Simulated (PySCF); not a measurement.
# Diatomics with 58 electrons

CCSD(T) in PySCF with def2-SVPD on every atom (core potentials on Cd, In, Sn, Te, I), for the lowest determinant that a PBE0 search found; no spin–orbit coupling. All have 58 electrons, 10 of them in the valence shells, and the same state, a singlet (closed shell). For ions De leads to the atom and ion picked by measured ionisation energies and electron affinities.

```csv
species,difference of nuclear charges,Re (Å),ωe (cm⁻¹),k (mdyn/Å),De (eV),dissociates to
CdF⁻,39,2.192,336,1.08,1.31,Cd + F⁻
InO⁻,41,1.974,630,3.28,n/a,In + O⁻
BTe⁻,47,2.088,657,2.58,n/a,B + Te⁻
BeI⁻,49,2.713,193,0.184,0.36,Be + I⁻
SnO,42,1.881,767,4.89,5.22,Sn + O
TeC,46,1.924,823,4.38,4.44,Te + C
BI,48,2.144,578,1.99,3.46,B + I
```

**Question.** Which member of the whole set has the stiffest bond, and how does it compare with the softest?

**Answer.** SnO with k = 4.89 mdyn/Å, 27 times that of BeI⁻.

Correlated steps freeze the inner cores (1 to 5 orbitals); shallow outer-core shells are correlated. Weak bonds: BeI⁻. Basis-set superposition, not corrected here, can be much of De in a small basis, most of all at correlated wavefunction levels. Spin–orbit coupling is left out, which matters for elements this heavy, above all for dissociation energies. For an ion De counts to the pair picked by the measured ionisation energies or electron affinities, which need not be the lowest pair at this level. Where the molecule has an RHF reference, its open-shell atoms are computed with UHF. The CCSD T1 diagnostic is raised in BTe⁻, InO⁻, SnO, TeC, a sign that a single reference may not be enough there.
